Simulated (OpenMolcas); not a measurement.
**Ru4+: ligand-field states by method**

Ru4+ with 6 ligands (fluoride) in octahedral coordination (Oh) at 1.93 Å. A charge of +0.333 e stands 3.2 Å behind each ligand. Ligand basis ANO-RCC-VDZP.

| Property | Result |
| --- | --- |
| Program | OpenMolcas |
| Basis | ANO-RCC-VDZP [6s5p3d1f] |
| Scalar Hamiltonian | DKH2, point nucleus |
| Active space | 4 electrons in 5 orbitals (4d) |
| State averaging | 2S+1 = 5 even, 5 roots; 2S+1 = 3 even, 45 roots; 2S+1 = 1 even, 50 roots |
| Spin-orbit coupling | state interaction with AMFI integrals over the reference wave functions |

I. CASSCF
II. SS-CASPT2, IPEA 0.25 Eh, imaginary shift 0.1 Eh (closed shells correlated: 4s 4p and the ligand valence shells)

Spin-free states (labels of O, the rotations of Oh) in cm-1, each column counted from its own energy of the first state listed:

```csv
State,Degeneracy,I,II
3T1,3,0,0
5E,2,9086,14360
1T2,3,9390,6820
1E,2,10667,7690
1A1,1,20449,15370
3E,2,24933,25420
2S+1 = 3,3,26483,26710
2S+1 = 3,3,27266,27190
2S+1 = 3,1,28630,28170
2S+1 = 3,1,29720,29310
3E,2,31314,30240
```

From I to II, I's first state of the same spin (3E) moves from 24933 to 25420 cm-1, by about +490 cm-1.

From I to II, I's first state of another spin (5E) moves from 9086 to 14360 cm-1, by about +5300 cm-1. In II another state of that kind comes below it.

I: A least-squares ligand-field fit to the states below 45000 cm-1, each weighted by its degeneracy and with a free common offset, gives 10Dq = 28177 cm-1, B = 792 cm-1 and C = 3005 cm-1 (C/B = 3.80), with an rms deviation of 398 cm-1. The same method and metal basis give the free ion B = 950 cm-1 (fit to its terms below 60000 cm-1, rms deviation 35 cm-1), so the nephelauxetic ratio is β = 792 / 950 = 0.83; it hangs on how both fits weigh the states, and computed free-ion B values tend to be too large, so β mixes covalency with correlation.

χT at 300 K: I 1.02, II 0.97 cm3 K/mol.

Roots that are degenerate in the reference are averaged as groups; the widest CASPT2 spread within a group is 870 cm-1 (the 3-fold group of multiplicity 3 near 97300 cm-1 above the lowest state of its run, II). Shifts and gaps below about the spread of the groups concerned are not significant. Over all roots computed the reference weight is 0.67 to 0.70 in II; a low but even weight reflects the number of correlated electrons. An orbital triplet at a regular site is open to Jahn-Teller coupling, which can distort the site and quench the lowest spin-orbit gaps and is left out. This shell can be high or low spin here, a state of another spin lies low, and with metal d orbitals alone active their balance is uncertain, so the ground spin may be wrong, although the usual error favours high spin. The least metal-like active orbital is 75 % on the metal (Löwdin) and no ligand orbital is active, so the numbers are rough. Ligand-to-metal charge-transfer states are missing. With no ligand orbital active B as a rule stays too high, so bands that hang on it stand too high and its fall with covalency is understated. Without dynamic correlation the repulsion within the d shell is too large (B by tens of per cent), so at a given field states of lower spin stand too high (holds for I). With metal d orbitals alone the field can be off either way by tens of per cent (holds for I). With one d shell and no ligand orbital active, 10Dq can be off by a tenth or more (holds for II). No measured value stands beside these numbers; the geometry was imposed, not optimised, and the real ion may take another.
